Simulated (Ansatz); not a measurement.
`C=C=C([SiH3])BF` + `OBO` → `OBOBF` + `C=C=C[SiH3]`  (ligand exchange at a B–C bond)

Program: Ansatz. Geometries: PBE0-D4/def2-TZVP. ΔE: electronic, gas phase. CCSD(T)/CBS adds triple-zeta CCSD(T) − MP2 to the extrapolated MP2 energy (def2 sets, frozen cores). This one scheme is used for every species. Each species was taken in one conformer, which may not be the lowest.

```tsv
species	HF/def2-TZVPP energy (Eh)
`C=C=C([SiH3])BF`	-530.27114
`OBO`	-176.34545
`OBOBF`	-300.63027
`C=C=C[SiH3]`	-406.02324
```

(1) Work out ΔE.

Largest T1 diagnostic among the species: 0.014.

## Answers

(1) ΔE = (-300.63027) + (-406.02324) − (-530.27114) − (-176.34545) = -0.03692 Eh = -96.9 kJ/mol. CCSD(T)/CBS gives -81.1 kJ/mol.

The D4 term adds +3.5 kJ/mol with B3LYP and +2.0 kJ/mol with PBE0; it sums over pairs of atoms, weighted by their polarisabilities, and B3LYP, whose exchange is more repulsive, gets the larger term. In def2-TZVPP, CCSD(T) changes the Hartree–Fock value by +16.3 kJ/mol (the triples alone add +3.1 kJ/mol) and MP2 by +20.3 kJ/mol.

B3LYP here is the variant with VWN-RPA as its local correlation; programs differ in this.
